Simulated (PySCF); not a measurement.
## Spinor energies of Mn²⁺ (manganese, charge +2)

Start: [Ar] 3d5; 3d3/2 filled at m_j = -3/2, -1/2, +1/2, +3/2; 3d5/2 filled at m_j = +5/2. Calculated with PySCF 2.14 in x2c-QZVPPall-2c: generalised Hartree-Fock with the X2C-1e Hamiltonian and a Gaussian nucleus; one run each with spin-orbit coupling (SO) switched off, then screened by Boettger's factors.

```csv
spinor shell,electrons,"ε, spin-free (eV)","ε, screened SO (eV)",weight of nominal j (screened SO),"rms radius, screened SO (bohr)"
1s1/2,2,-6616.3,-6616.3,1.000,0.0703
2s1/2,2,-820.95,-820.94,1.000,0.302
2p1/2,2,-694.63,-702.11,0.977,0.271
2p3/2,4,-694.63,-690.97,0.989,0.274
3s1/2,2,-123.06,-123.06,1.000,0.917
3p1/2,2,-85.400,-85.859,0.664,0.983
3d3/2,4,-34.816,-34.831,0.509,1.24
3d5/2,1,-34.816,-34.756,1.000,1.24
```

Question: Where does 3p3/2 lie, and what is the 3p spin-orbit splitting (screened SO)?

Answer: At -85.180 eV, 0.680 eV above 3p1/2.

| quantity | spin-free | screened SO |
| --- | --- | --- |
| E (hartree) | -1156.63053 | -1156.64646 |
| M_J | 5/2 | 5/2 |
| ⟨J²⟩ | 8.751 | 8.751 |
| ⟨L²⟩ | 0.000 | 0.001 |
| ⟨S²⟩ | 8.751 | 8.749 |

Each row is a mean over spinors that exchange with the open shell spreads, by up to 14.149 eV (3p3/2).

Rows whose weight is well below 1 are mixtures of j = l ± 1/2: exchange outweighs spin-orbit coupling there, and the label is only the starting occupation.

Without spin-orbit coupling the j labels of p, d and f shells carry no meaning; the spin-free column gives the mean over the occupied spinors of each nl shell.
